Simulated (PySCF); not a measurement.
A structure optimised at PBE-D3(BJ)/def2-SVP, used in a PySCF frequency run:

```
B
F 1 1.3485
C 1 1.5706 2 118.59
H 3 1.1050 1 115.79 2 180.00
H 3 1.1115 4 108.30 1 -122.85
H 3 1.1115 4 108.30 5 -114.30
S 1 1.8125 2 113.79 3 180.00
C 7 1.8307 1 103.85 2 180.00
H 8 1.1058 7 106.60 1 180.00
H 8 1.1061 9 108.77 7 120.15
H 8 1.1061 9 108.77 10 119.71
```

**Question.** Write its SMILES, formula and point group.

**Answer.** CSB(C)F, C₂H₆BFS, Cs

**Question.** What are its rotational constants (standard atomic weights)?

**Answer.** 5.9776, 2.7872, 1.9483 GHz
